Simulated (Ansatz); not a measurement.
```xyz
3

N     0.0000    0.0000    0.0000
O     0.0000    1.1540    0.4899
O     0.0000   -1.0991    0.4665
```

Basis set: cc-pVDZ (spherical functions). Correlated methods keep 3 orbitals frozen. Correlation on ROHF uses semicanonical orbitals with singles. Charge 0, multiplicity 2.

Computed with Ansatz (development build ahead of 0.2.0); the reference of a correlated method needn't be the lowest determinant of its kind.

Problem. Give the atomization energy at this shape (free ground-state atoms in the same class of orbitals less the molecule, no zero-point energy) of doublet NO₂ by ROHF-CCSD(T), ROHF-CCSD.

Solution.

```csv
method,atomization energy
ROHF-CCSD(T),8.27 eV
ROHF-CCSD,7.61 eV
```

Caution: the reference determinant was not shown to be the lowest.
